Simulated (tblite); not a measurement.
Give a GFN2-xTB geometry of `F[C@H](Cl)[SiH2]CC1CC1`.

```xyz
18
C5H10ClFSi angstrom
F      3.4037   -1.1329    0.2971
C      3.0758    0.1467   -0.0517
Cl     3.1114    1.1476    1.4238
Si     1.3120    0.2129   -0.8416
C      0.0761   -0.3624    0.4775
C     -1.3149   -0.5404   -0.0838
C     -2.2162    0.6463   -0.2252
C     -2.5085   -0.3981    0.8110
H      3.8834    0.5082   -0.6924
H      1.1246    1.6017   -1.2601
H      1.3665   -0.6980   -1.9888
H      0.0405    0.3608    1.2954
H      0.4120   -1.3084    0.9122
H     -1.3755   -1.2912   -0.8620
H     -1.8470    1.6033    0.1106
H     -2.8609    0.7095   -1.0882
H     -2.3392   -0.1460    1.8470
H     -3.3529   -1.0532    0.6584
```

Any rigid rotation of these coordinates is as good. Atoms count from 1 in this order. Of the pairs four or more bonds apart, H12···H17 is among the closest relative to their van der Waals radii: 2.49 Å, 104 % of the sum of Bondi's values. Si4 (SiH2 silicon) is distorted tetrahedral (angles from 105.3° to 113.8°). The C–Si distances run from 1.897 Å (Si4–C5, drawn single) to 1.934 Å (C2–Si4, drawn single), a spread of 0.037 Å. The 3-membered ring C6–C7–C8 has internal angles of 59.9° to 60.1°.

Bonds between heavy atoms (Å): F1–C2 1.366, C2–Cl3 1.783, C2–Si4 1.934, Si4–C5 1.897, C5–C6 1.511, C6–C7 1.497, C7–C8 1.500, C6–C8 1.499.

Computed geometry: GFN2-xTB, gas phase.

Point group: C1 (no symmetry element, even within 0.4 Å). Its GFN2-xTB frequencies are all real (lowest 29 cm⁻¹). One conformer, not necessarily the lowest (F1–C2–Si4–C5 63°, C2–Si4–C5–C6 -172°, Si4–C5–C6–C7 -83°).
